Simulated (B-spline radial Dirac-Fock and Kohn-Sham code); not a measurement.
## Dipole and non-dipole photoemission parameters of Ir⁵⁺ 4f7/2

System: the Ir⁵⁺ ion in the configuration [Xe] 4f14 5d4; threshold 141.3 eV (orbital energy of the model). Method: Dirac-Hartree-Slater photoionisation with a Latter tail; cross sections with all multipoles, angular parameters from the dipole term and its interference with E2. Computed with a radial finite-basis atomic code.

For linearly polarised light dσ/dΩ = σ/(4π) [1 + β P₂(cos θ) + (δ + γ cos²θ) sin θ cos φ], with θ from the polarisation vector and φ the angle between the beam and the projection of the electron momentum on the plane normal to the polarisation.

| hν (eV) | σ (kb) | β | γ | δ |
| --- | --- | --- | --- | --- |
| 232 | 3280 | 0.297 | -0.004 | 0.011 |
| 345 | 2890 | 0.434 | -0.004 | 0.020 |
| 400 | 2430 | 0.518 | -0.002 | 0.024 |
| 800 | 620 | 0.889 | 0.052 | 0.048 |
| 900 | 457 | 0.934 | 0.075 | 0.053 |
| 949 | 396 | 0.952 | 0.087 | 0.056 |
| 1253.6 | ? | ? | ? | ? |
| 1320 | 154 | 1.032 | 0.195 | 0.076 |
| 1750 | 63.4 | 1.056 | 0.333 | 0.098 |
| 1880 | 50.1 | 1.056 | 0.375 | 0.104 |
| 1980 | 42.1 | 1.054 | 0.406 | 0.109 |
| 2000 | 40.7 | 1.054 | 0.412 | 0.110 |
| 3170 | 8.06 | 0.992 | 0.733 | 0.166 |
| 3550 | 5.30 | 0.966 | 0.817 | 0.183 |
| 3610 | 4.98 | 0.962 | 0.830 | 0.186 |
| 4000 | 3.38 | 0.936 | 0.907 | 0.204 |
| 4020 | 3.31 | 0.935 | 0.911 | 0.205 |
| 4560 | 2.04 | 0.900 | 1.006 | 0.230 |
| 5414.7 | 1.04 | 0.850 | 1.133 | 0.269 |
| 8047.8 | 0.206 | 0.729 | 1.410 | 0.384 |
| 8240 | 0.186 | 0.722 | 1.426 | 0.392 |
| 10200 | 0.0752 | 0.657 | 1.564 | 0.473 |
| 12000 | 0.0371 | 0.609 | 1.659 | 0.543 |

Q: Give the values at Mg Kα (1253.6 eV).

A: σ = 180 kb, β = 1.023, γ = 0.175, δ = 0.073.
